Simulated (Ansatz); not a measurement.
Consider the silylene formation by 1,1-elimination: `S[Si](S)(S)S` → `SS` + `S[Si]S`.

Isolated molecules relaxed with PBE0-D4/def2-TZVP in Ansatz; ΔE leaves out vibrations. CCSD(T)/CBS is the MP2 limit (def2-TZVPP, def2-QZVPP) plus CCSD(T) − MP2 in def2-TZVPP, frozen cores. This one scheme is used for every species. DFT in def2-TZVPP. B3LYP here is the variant with VWN-RPA as its local correlation; programs differ in this. HSE06 is defined as in plane-wave codes. One conformer a species, not always the lowest.

`S[Si](S)(S)S`:

Z-matrix (Å, degrees):
```
Si
S 1 2.126
S 1 2.126 2 115.6
S 1 2.126 2 106.5 3 -118.1
S 1 2.126 2 106.5 3 118.0
H 2 1.346 1 94.0 3 65.7
H 3 1.346 1 94.0 2 65.6
H 4 1.346 1 94.0 2 176.3
H 5 1.346 1 94.0 2 52.5
```

`SS`:

```xyz
4

S     0.526   -0.941    0.323
S     0.348    0.850   -0.650
H     0.003   -0.579    1.510
H    -0.876    0.669   -1.183
```

`S[Si]S`:

Cartesian coordinates in Å:
```
S 0.214 -0.586 -1.156
Si 0.878 -0.131 0.827
S -0.814 1.029 1.455
H 1.307 -1.301 -1.478
H -1.584 0.989 0.352
```

```
             level  ΔE (kcal/mol)  difference from CCSD(T)/CBS
       LDA (SPW92)           72.6                          1.1
            PBE-D4           67.7                         -3.8
         revPBE-D4           67.9                         -3.6
         r2SCAN-D4           73.1                          1.6
           PBE0-D4           72.6                          1.1
          B3LYP-D4           67.5                         -4.0
        r2SCANh-D4           74.0                          2.5
        r2SCAN0-D4           75.3                          3.8
          HSE06-D4           72.3                          0.8
          BHLYP-D4           72.7                          1.2
      CAM-B3LYP-D4           70.0                         -1.5
           ωB97X-V           73.2                          1.7
          PBE-QIDH           75.6                          4.1
               PBE           63.5                         -8.0
            revPBE           59.4                        -12.1
              BLYP           54.7                        -16.8
            r2SCAN           72.0                          0.5
              PBE0           68.8                         -2.7
             B3LYP           60.7                        -10.8
           r2SCANh           72.8                          1.3
           r2SCAN0           74.0                          2.5
             HSE06           68.7                         -2.8
             BHLYP           66.6                         -4.9
         CAM-B3LYP           66.0                         -5.5
           LC-ωPBE           74.7                          3.2
RPA@PBE/def2-TZVPP           64.4                         -7.1
       HF/def2-SVP           67.6                         -3.9
     CCSD/def2-SVP           68.6                         -2.9
  CCSD(T)/def2-SVP           68.8                         -2.7
     HF/def2-TZVPP           66.2                         -5.3
    MP2/def2-TZVPP           76.9                          5.4
SCS-MP2/def2-TZVPP           72.4                          0.9
   CCSD/def2-TZVPP           69.6                         -1.9
CCSD(T)/def2-TZVPP           70.2                         -1.3
     HF/def2-QZVPP           65.9                         -5.6
    MP2/def2-QZVPP           77.5                          6.0
SCS-MP2/def2-QZVPP           73.2                          1.7
      HF/CBS(def2)           65.8                         -5.7
     MP2/CBS(def2)           78.2                          6.7
    CCSD/CBS(def2)           70.9                         -0.6
       CCSD(T)/CBS           71.5                            0
```

Largest T1 diagnostic among the species: 0.015.

Leaving LDA and LC-ωPBE aside and taking each functional with its dispersion term where it has one, the values, not all of them listed here, spread over 12.5 kcal/mol, from BLYP-D4 to PBE-QIDH. LDA lies +9.1 kcal/mol from PBE without D4. From PBE to PBE0 (25 % exact exchange), in def2-TZVPP and without D4, ΔE moves by +5.2 kcal/mol.
